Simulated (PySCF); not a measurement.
Species: C₄H₃BF₂O.
Atom-mapped SMILES: `[CH2:1]=[C:2]=[C:3]([CH:4]=[O:5])[B:6]([F:7])[F:8]` (hydrogens: H9, H10 on C1; H11 on C4)

Computed by this run: PySCF 2.14.0, PBE0-D3(BJ)/def2-SVP geometry optimisation, gas phase; density fitting, grid level 1; the optimiser is geomeTRIC in internal coordinates, started from a GFN2-xTB structure with every atom displaced at random (about 0.01 Å).

Step 2: E = -12333.0209 eV
```
atom  x, y, z in Å  |  force x, y, z in eV/Å
C1      2.1155   -0.3138    0.5688   -0.025  -0.127  -0.051
C2      0.8673   -0.1946    0.2269    0.184   0.339   0.089
C3     -0.3971    0.0085   -0.1148    0.260  -0.321  -0.009
C4     -1.2304   -1.1747   -0.5000   -0.546   0.121   0.033
O5     -0.8853   -2.3258   -0.5205    0.295   0.138   0.041
B6     -0.9692    1.4527   -0.1088   -0.189   0.000  -0.068
F7     -0.2617    2.5171    0.2099    0.099  -0.128   0.003
F8     -2.2327    1.6573   -0.4397   -0.033  -0.034  -0.003
H9      2.4019   -0.4839    1.6117   -0.009  -0.010   0.004
H10     2.9082   -0.2735   -0.1866   -0.017   0.001   0.019
H11    -2.2798   -0.8963   -0.7635   -0.020   0.020  -0.059
```

Step 3: E = -12333.0325 eV
```
atom  x, y, z in Å  |  force x, y, z in eV/Å
C1      2.1128   -0.3297    0.5650   -0.162  -0.059  -0.009
C2      0.8662   -0.1811    0.2258    0.126   0.230   0.061
C3     -0.3998    0.0194   -0.1153    0.111  -0.021  -0.019
C4     -1.2315   -1.1621   -0.4987   -0.063  -0.011   0.152
O5     -0.8290   -2.2950   -0.5011   -0.087  -0.039  -0.089
B6     -0.9800    1.4583   -0.1113   -0.069   0.008  -0.032
F7     -0.2687    2.5200    0.2063    0.069  -0.043   0.004
F8     -2.2437    1.6604   -0.4397   -0.061  -0.023  -0.009
H9      2.3950   -0.5076    1.6072   -0.002  -0.014   0.020
H10     2.9049   -0.2963   -0.1875    0.049   0.001  -0.048
H11    -2.2895   -0.9132   -0.7673    0.088  -0.029  -0.031
```

Q: Estimate the geometry and energy of step 4. (The exact step hangs on the optimiser's Hessian estimate; all steps are aligned on step 3, rigid shifts and turns removed.)

A: E = -12333.0350 eV, largest force 0.220 eV/Å
```
atom  x, y, z in Å  |  force x, y, z in eV/Å
C1      2.1215   -0.3175    0.5691   -0.045  -0.042   0.021
C2      0.8772   -0.1608    0.2313   -0.099   0.001  -0.034
C3     -0.3933    0.0117   -0.1106   -0.022  -0.046   0.043
C4     -1.2417   -1.1614   -0.4866    0.088  -0.065  -0.191
O5     -0.8641   -2.3022   -0.5242   -0.003   0.003   0.078
B6     -0.9869    1.4429   -0.1155    0.058  -0.012   0.029
F7     -0.2483    2.4884    0.1923   -0.085   0.117  -0.025
F8     -2.2546    1.6469   -0.4291    0.053   0.027   0.022
H9      2.3991   -0.4972    1.6127    0.011   0.010   0.007
H10     2.9157   -0.2874   -0.1823    0.032  -0.003  -0.029
H11    -2.2878   -0.8904   -0.7736    0.012   0.010   0.079
```

The energy changes by -0.0025 eV. The first-order estimate −F·Δx gives -0.0169 eV and the mean of the old and new forces, exact on a quadratic surface, -0.0021 eV. The step makes an angle of 61° with the force vector and moves no atom by more than 0.043 Å.

The cost below is that of the whole optimisation. On one thread of an Arm Neoverse V1, shared host with 32 logical CPUs at a one-minute load of 29, this took 93 s and 0.52 GiB of memory at its peak.
